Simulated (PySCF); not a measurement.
Caution: the restricted solution is unstable towards spin-unrestricted or complex orbitals, so a lower solution exists and this singlet may not be the ground state.

B3LYP has the VWN-RPA correlation part, as in Gaussian. 

Cartesian coordinates (Å):
SMILES: B1=B[SiH2]1
```xyz
5

B      1.4902     0.6873     0.2799
B      1.4670    -0.7191    -0.3199
Si    -0.3780     0.0041     0.0051
H     -1.2717     1.0971     0.4812
H     -1.3075    -1.0693    -0.4463
```
Charge 0, multiplicity 1.

Q: Predict the HOMO–LUMO gap, dipole moment, LUMO, total energy and HOMO from PySCF with B3LYP-D3(BJ)/def2-TZVP.

A: 
```yaml
HOMO–LUMO gap: 2.71 eV
dipole_moment: 1.14 D
LUMO: -4.32 eV
total_energy: -340.2111 Ha
HOMO: -7.03 eV
```
